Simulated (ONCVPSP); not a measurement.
# Transferability test, ONCV potential for nickel (Ni)

```
Element                 : Ni
Generator               : ONCVPSP 4.0.1
Type                    : optimised norm-conserving Vanderbilt (ONCV)
Functional              : PBE
Relativity              : scalar-relativistic
Frozen core             : [Ne]
Valence charge          : 18
Reference configuration : 3s2 3p6 3d8 4s0.5 (charge +1.5)
Partial waves           : 3s+4s: rc 1.45 bohr, ncon 4, nbas 8, qcut 8 1/bohr, 3 projectors, debl 2.8 Ha; 3p: rc 0.70 bohr, ncon 4, nbas 8, qcut 11.1 1/bohr, 2 projectors, debl 3.9 Ha; 3d: rc 1.50 bohr, ncon 3, nbas 7, qcut 11.4 1/bohr, 1 projector
Local potential         : polynomial inside 0.50 bohr (lpopt 4, dvloc0 4 Ha)
Core correction         : none
```

Energies are relative to the spin-unpolarised reference configuration 3s2 3p6 3d8 4s0.5; without spin polarisation the order of configurations can differ from experiment.

(1) Give the all-electron excitation energy and the error of the potential for: 3s2 3p6 3d8 4s2; 3s2 3p6 3d8 4s1; 3s2 3p6 3d8 4s0; 3s2 3p6 3d8 4s0 4p1.

Levels in the configuration 3s2 3p6 3d8 4s1:

```tsv
level	all-electron (eV)	pseudo (eV)
3s	-120.168	-120.160
3p	-80.511	-80.508
3d	-17.925	-17.915
4s	-13.184	-13.186
```

Answers

(1)

```
valence configuration  charge  ΔE all-electron (eV)  error AE − PS (meV)
      3s2 3p6 3d8 4s2       0               -16.939                 +5.8
      3s2 3p6 3d8 4s1      +1                -7.616                 +1.3
      3s2 3p6 3d8 4s0      +2                 9.735                 -0.2
  3s2 3p6 3d8 4s0 4p1      +1                -1.931                 +0.2
```
